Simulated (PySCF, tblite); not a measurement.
Isomers of C4H6ClN3, one GFN2-xTB conformer each. Single-point energies are computed at PBE0/pcSseg-1 (PySCF, gas phase, no added dispersion term), electronic only.

Question: Rank them by PBE0/pcSseg-1 energy, lowest first (kcal/mol).
A. `[CH3:1][CH2:2][n:3]1[n:4][cH:5][c:6]([Cl:7])[n:8]1` with C1–C2–N3–N4 93°
B. `[CH3:1][CH2:2][n:3]1[cH:4][c:5]([Cl:6])[n:7][n:8]1` with C1–C2–N3–C4 -76°

Answer: A (0.0), B (6.0).

GFN2-xTB itself gives, in the same order: 0.0, 4.9. Both levels put the same isomer lowest.

Which frontier levels, dipoles and rotational constants go with these structures?

```tsv
SMILES	HOMO (eV, PBE0/pcSseg-1)	LUMO (eV)	dipole (D)	A, B, C (MHz)
CCn1ncc(Cl)n1	-7.43	-0.31	1.99	4750, 970.7, 861.5
CCn1cc(Cl)nn1	-7.34	-0.33	5.37	5169, 923.6, 832.6
```

What happens when harmonic zero-point energies from GFN2-xTB frequencies are added?

```
       SMILES  ZPE (kcal/mol)  electronic (kcal/mol)  with ZPE (kcal/mol)
CCn1ncc(Cl)n1            65.2                    0.0                  0.0
CCn1cc(Cl)nn1            65.0                    6.0                  5.8
```

The zero-point energies span 0.2 kcal/mol. The order is unchanged.
